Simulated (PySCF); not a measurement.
Isomers of C5H7NO2.

All values: PBE0/def2-SVPD (PySCF) at GFN2-xTB geometries, gas phase, one conformer each. Core orbitals are frozen in the response; Δα² is half the sum of the squared differences of the principal polarisabilities.

Question: Rank by polarisability anisotropy Δα, lowest first.
A. `[CH3:1][CH2:2][C:3](=[O:4])[O:5][CH2:6][C:7]#[N:8]` with C1–C2–C3–O4 44°, C2–C3–O5–C6 -178°, C3–O5–C6–C7 114°
B. `[NH2:1][C:2](=[O:3])[C@@H:4]1[CH:5]=[CH:6][O:7][CH2:8]1` with H–N1–C2–O3 -178° and -3°, N1–C2–C4–C5 -72°
C. `[CH2:1]=[C:2](/[CH:3]=[N:4]/[CH3:5])[C:6](=[O:7])[OH:8]` with C1–C2–C3–N4 -3°, C1–C2–C6–O7 -173°, C2–C6–O8–H 180°
D. `[H]/[N:8]=[CH:7]/[CH2:6][C:4]([O:3][CH:2]=[CH2:1])=[O:5]` with C1–C2–O3–C4 -179°, C2–O3–C4–O5 0°, O3–C4–C6–C7 -126°, C4–C6–C7–N8 126°
E. `[CH3:1][O:2][CH2:3][c:4]1[cH:5][cH:6][n:7][o:8]1` with C1–O2–C3–C4 -71°, O2–C3–C4–C5 -82°

Answer: B (3.58 Å³), E (3.96 Å³), A (4.53 Å³), D (6.04 Å³), C (7.07 Å³).

Question: Rank by HOMO–LUMO gap, lowest first.
A. `[H]/[N:8]=[CH:7]/[CH2:6][C:4]([O:3][CH:2]=[CH2:1])=[O:5]` with C1–C2–O3–C4 -179°, C2–O3–C4–O5 0°, O3–C4–C6–C7 -126°, C4–C6–C7–N8 126°
B. `[CH2:1]=[C:2](/[CH:3]=[N:4]/[CH3:5])[C:6](=[O:7])[OH:8]` with C1–C2–C3–N4 -3°, C1–C2–C6–O7 -173°, C2–C6–O8–H 180°
C. `[CH3:1][O:2][CH2:3][c:4]1[cH:5][cH:6][n:7][o:8]1` with C1–O2–C3–C4 -71°, O2–C3–C4–C5 -82°
D. `[CH3:1][CH2:2][C:3](=[O:4])[O:5][CH2:6][C:7]#[N:8]` with C1–C2–C3–O4 44°, C2–C3–O5–C6 -178°, C3–O5–C6–C7 114°
E. `[NH2:1][C:2](=[O:3])[C@@H:4]1[CH:5]=[CH:6][O:7][CH2:8]1` with H–N1–C2–O3 -178° and -3°, N1–C2–C4–C5 -72°

Answer: B (5.29 eV), E (6.51 eV), A (6.78 eV), C (6.96 eV), D (8.24 eV).

All values together:

```csv
SMILES,μ (D),HOMO (eV),LUMO (eV),α (Å³),Δα (Å³)
CCC(=O)OCC#N,3.71,-8.72,-0.48,10.44,4.53
C=C(/C=N/C)C(=O)O,1.01,-7.38,-2.10,11.67,7.07
[H]/N=C/CC(=O)OC=C,0.35,-7.62,-0.85,11.48,6.04
NC(=O)[C@@H]1C=COC1,4.16,-6.39,0.13,10.45,3.58
COCc1ccno1,1.79,-7.68,-0.72,10.53,3.96
```

Conformers: `[CH3:1][CH2:2][C:3](=[O:4])[O:5][CH2:6][C:7]#[N:8]` with C1–C2–C3–O4 44°, C2–C3–O5–C6 -178°, C3–O5–C6–C7 114°; `[CH2:1]=[C:2](/[CH:3]=[N:4]/[CH3:5])[C:6](=[O:7])[OH:8]` with C1–C2–C3–N4 -3°, C1–C2–C6–O7 -173°, C2–C6–O8–H 180°; `[H]/[N:8]=[CH:7]/[CH2:6][C:4]([O:3][CH:2]=[CH2:1])=[O:5]` with C1–C2–O3–C4 -179°, C2–O3–C4–O5 0°, O3–C4–C6–C7 -126°, C4–C6–C7–N8 126°; `[NH2:1][C:2](=[O:3])[C@@H:4]1[CH:5]=[CH:6][O:7][CH2:8]1` with H–N1–C2–O3 -178° and -3°, N1–C2–C4–C5 -72°; `[CH3:1][O:2][CH2:3][c:4]1[cH:5][cH:6][n:7][o:8]1` with C1–O2–C3–C4 -71°, O2–C3–C4–C5 -82°.
